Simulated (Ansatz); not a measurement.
`[CH3][Ge][F]` + `[ZnH][Br]` → `[CH3][Ge][Br]` + `[F][ZnH]`  (redistribution)

Program: Ansatz. Geometries: PBE0-D4/def2-TZVP. ΔE: electronic, gas phase. CCSD(T)/CBS is the MP2 limit (def2-TZVPP, def2-QZVPP) plus CCSD(T) − MP2 in def2-TZVPP, frozen cores. Functionals use def2-TZVPP. For Br, Ge, Zn outer-core shells are correlated without core-valence functions, which leaves a few kJ/mol of doubt a bond. Scalar relativity is left out up to krypton.

| level | ΔE (kJ/mol) |
| --- | --- |
| ωB97M-V | 51.1 |
| BLYP | 40.1 |
| BHLYP | 54.1 |
| CCSD/def2-SVP | 54.4 |

(1) What does CCSD(T)/CBS give? (An estimate is asked.)

Largest T1 diagnostic among the species: 0.018.

Answers

(1) Ansatz gave: +45.8 kJ/mol. The listed levels differ from it by 5.3, -5.7, 8.3, 8.6 kJ/mol.

In def2-TZVPP, CCSD(T) changes the Hartree–Fock value by −18.8 kJ/mol (the triples alone add −2.4 kJ/mol) and MP2 by −21.6 kJ/mol. From PBE to PBE0 (25 % exact exchange), in def2-TZVPP and without D4, ΔE moves by +7.0 kJ/mol.
